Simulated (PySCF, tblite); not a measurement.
Isomers of C4H9F3SSi, one GFN2-xTB conformer each. Single-point energies are computed at PBE0/pcSseg-1 (PySCF, gas phase, no added dispersion term), electronic only.

Task: Rank them by PBE0/pcSseg-1 energy, lowest first (kcal/mol).
A. `[CH3:1][CH2:2][CH2:3][S:4][SiH2:5][C:6]([F:7])([F:8])[F:9]` with C1–C2–C3–S4 -61°, C2–C3–S4–Si5 -68°, C3–S4–Si5–C6 -172°
B. `[CH3:1][CH:2]([CH3:3])[S:4][SiH2:5][C:6]([F:7])([F:8])[F:9]` with C1–C2–S4–Si5 -72°, C2–S4–Si5–C6 173°

Result: B (0.0), A (0.9).

Neighbours under 2.5 kcal/mol apart (CC(C)S[SiH2]C(F)(F)F and CCCS[SiH2]C(F)(F)F) can change places with a better method, another conformer or zero-point energy. GFN2-xTB itself gives, in the same order: 0.0, 2.0. Both levels put the same isomer lowest.

Task: Which frontier levels, dipoles and rotational constants go with these structures?

Result: 
| SMILES | HOMO (eV, PBE0/pcSseg-1) | LUMO (eV) | dipole (D) | A, B, C (MHz) |
| --- | --- | --- | --- | --- |
| CC(C)S[SiH2]C(F)(F)F | -7.34 | -0.42 | 4.45 | 2441, 550.9, 544.5 |
| CCCS[SiH2]C(F)(F)F | -7.38 | -0.40 | 4.17 | 2488, 515.6, 505.8 |

Task: What happens when harmonic zero-point energies from GFN2-xTB frequencies are added?

Result: 
```csv
SMILES,ZPE (kcal/mol),electronic (kcal/mol),with ZPE (kcal/mol)
CC(C)S[SiH2]C(F)(F)F,78.0,0.0,0.0
CCCS[SiH2]C(F)(F)F,78.2,0.9,1.0
```

The zero-point energies span 0.2 kcal/mol. The order is unchanged.

Task: As an exercise, what shares would exp(−E/RT) give at 2000 K from these electronic energies alone (no entropy, no degeneracies)?

Result: RT = 3.974 kcal/mol: CC(C)S[SiH2]C(F)(F)F 55.3 %, CCCS[SiH2]C(F)(F)F 44.7 %.
